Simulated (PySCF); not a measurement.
Species: C₄H₈BF₂NO.
Structure used (PBE0-D3(BJ)/def2-SVP), in Å, numbered top down from 1:
```xyz
17
C4H8BF2NO angstrom
C      2.9286   -0.1561    0.4013
C      1.6413   -0.2274   -0.3897
O      1.4776   -0.9921   -1.3196
N      0.6701    0.6399    0.0198
C     -0.6448    0.6328   -0.5717
C     -1.6392   -0.2786    0.1416
B     -3.0655   -0.3227   -0.4934
F     -3.3630    0.3502   -1.5916
F     -4.0448   -1.0294    0.0430
H      3.6731   -0.7994   -0.0810
H      3.3108    0.8747    0.4521
H      2.7665   -0.5079    1.4323
H      0.8284    1.1899    0.8535
H     -1.0251    1.6660   -0.6092
H     -0.5179    0.2968   -1.6106
H     -1.7516    0.0037    1.2045
H     -1.2503   -1.3128    0.1610
```

All values: PBE0/pcSseg-1 (PySCF, non-relativistic), on one gas-phase PBE0-D3(BJ)/def2-SVP geometry that isn't relaxed in the solvent. The solvent is an IEF-PCM continuum (van der Waals radii × 1.2). Only the electrostatic response of the medium enters.

```
run  E − E(gas) (kcal/mol)  HOMO (eV)  HOMO–LUMO gap (eV)  dipole (D)
gas                   0.00      -7.36                7.62        4.34
  P                  -3.75      -7.35                7.70        4.83
  Q                  -9.52      -7.33                7.77        5.71
```

Question: The runs were made in cyclohexane and methanol. Which run belongs to which solvent?

Answer: P = cyclohexane, Q = methanol. The dielectric constants are 2.017 (cyclohexane), 32.61 (methanol), and the energy falls further as ε rises. In this model the ground state sees the solvent through ε alone.

Question: How constant is the ratio of the lowering to (ε − 1)/(2ε + 1)?

Answer: 
```json
{"solvent": "cyclohexane", "(ε − 1)/(2ε + 1)": "0.202", "E − E(gas) (kcal/mol)": "-3.75", "ratio (kcal/mol)": "-18.6", "polarisation term (kcal/mol)": "-4.03"}
{"solvent": "methanol", "(ε − 1)/(2ε + 1)": "0.477", "E − E(gas) (kcal/mol)": "-9.52", "ratio (kcal/mol)": "-19.9", "polarisation term (kcal/mol)": "-11.53"}
```

The ratio changes by +7.4 % in size from cyclohexane to methanol. The polarisation term is half the interaction of the solute with the induced surface charges.
